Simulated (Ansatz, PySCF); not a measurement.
Species: sum formula BN2H4F (charge 0, singlet). 
Structure (B3LYP-D3(BJ)/def2-TZVP (Ansatz, a quantum-chemistry and plane-wave program) minimum search):
```xyz
8

B      0.0014     0.0156     0.0056
F      0.1193     1.2867     0.4613
N      1.1907    -0.7037    -0.2412
N     -1.3015    -0.4919    -0.1874
H      1.2201    -1.6480    -0.5787
H      2.0929    -0.2912    -0.0857
H     -2.1138     0.0663     0.0051
H     -1.5042    -1.4165    -0.5199
```
Charge 0, spin multiplicity 1.

Wanted: atomisation energy (electronic, to ground-state atoms), in eV. Valence correlation only, unless marked. Open shells are spin-unrestricted. Spin-orbit coupling is left out. Non-relativistic. The coupled-cluster limit lacks core correlation, which all-electron functionals hold. Basis-set limits of correlation are two-point, X^-3; Hartree-Fock from the larger set. [CCSD(T)-MP2]/basis is that difference in the basis named.

| level | program | atomisation energy (eV) | minus last row |
|---|---|---|---|
| HF/aug-cc-pVTZ | Ansatz | 23.64 | -9.44 |
| HF-D4/def2-TZVPD | PySCF + dftd4 | 23.96 | -9.12 |
| PBE-D3(BJ)/def2-TZVPD | Ansatz + dftd3 | 34.01 | 0.93 |
| PBE-D4/def2-TZVPD | Ansatz + dftd4 | 34.00 | 0.92 |
| r2SCAN-D3(BJ)/def2-TZVPD | Ansatz + dftd3 | 33.08 | 0.00 |
| B3LYP-D3(BJ)/def2-TZVPD | Ansatz + dftd3 | 33.38 | 0.30 |
| B3LYP-D4/def2-TZVPD | Ansatz + dftd4 | 33.36 | 0.28 |
| PBE0/def2-SVP | Ansatz | 33.28 | 0.20 |
| PBE0-D4/def2-TZVPD | Ansatz + dftd4 | 33.17 | 0.09 |
| r2SCANh-D4/def2-TZVPD | Ansatz + dftd4 | 32.82 | -0.26 |
| HSE06-D3(BJ)/def2-TZVPD | Ansatz + dftd3 | 33.19 | 0.11 |
| B2GP-PLYP/def2-TZVPD | Ansatz | 32.76 | -0.32 |
| PBE-QIDH/def2-TZVPD | Ansatz | 32.69 | -0.39 |
| MP2/STO-3G | Ansatz | 28.20 | -4.88 |
| MP2/cc-pVTZ | Ansatz | 32.81 | -0.27 |
| SCS-MP2/STO-3G | Ansatz | 28.32 | -4.76 |
| SCS-MP2/aug-cc-pVDZ | Ansatz | 31.09 | -1.99 |
| SCS-MP2/cc-pVQZ | Ansatz | 33.43 | 0.35 |
| CCSD(T)/STO-3G | Ansatz | 28.68 | -4.40 |
| RI-MP2/CBS(cc-pVTZ,cc-pVQZ)+[CCSD(T)-MP2]/cc-pVQZ | Ansatz | 33.09 | 0.01 |
| CCSD(T)/CBS(cc-pVTZ,cc-pVQZ) | Ansatz | 33.08 | 0.00 |
